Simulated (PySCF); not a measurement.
Radial density of Te²⁺ (tellurium, charge +2)

r2SCANh, [Kr] 4d10 5s2 5p2, high-spin 3P determinant. Calculation: PySCF 2.14, in x2c-QZVPPall; the spin-free X2C one-electron Hamiltonian (Gaussian nucleus).

```csv
r (bohr),4πr²ρ (e/bohr),4πr²(ρα − ρβ)
0.0301,60.68,0.0212
0.0507,64.68,0.0467
0.0853,86.91,0.0268
0.143,63.40,0.0023
0.241,72.28,0.0960
0.406,34.65,0.0106
0.683,26.42,0.2144
1.15,12.63,0.0587
1.93,3.283,1.1496
3.25,0.6070,0.4106
5.46,0.008413,0.0071
```

Densities and radii are taken from the X2C orbitals without a picture-change correction, which distorts them close to the nucleus.
